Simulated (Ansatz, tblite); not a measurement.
Forces on Zn2O at its PBE-D4/def2-TZVP geometry. Charge 0, multiplicity 1.

The xTB rows come from tblite. The restricted singlet is unstable towards broken spin symmetry in Hartree–Fock (as tested in another run); at PBE-D4/def2-TZVP this wasn't settled. Another isomer (triplet) lies 1.28 eV lower at PBE0-D4/def2-TZVP; other spin states weren't run for this one.

GFN1-xTB (tblite), largest force 0.86 eV/Å:

```xyz
3
positions Å, forces eV/Å
Zn    1.680    0.360   -1.374   -0.016   -0.003    0.013
Zn   -0.190   -0.041    0.156   -0.644   -0.138    0.527
O    -1.490   -0.319    1.219    0.659    0.141   -0.539
```

GFN2-xTB (tblite), largest force 1.67 eV/Å:

```
Zn 0.088 0.019 -0.072
Zn -1.274 -0.273 1.042
O 1.186 0.254 -0.970
```

PBE-D4/def2-TZVP (Ansatz), largest force 0.01 eV/Å:

```
Zn -0.008 -0.002 0.007
Zn 0.008 0.002 -0.006
O 0.000 0.000 0.000
```
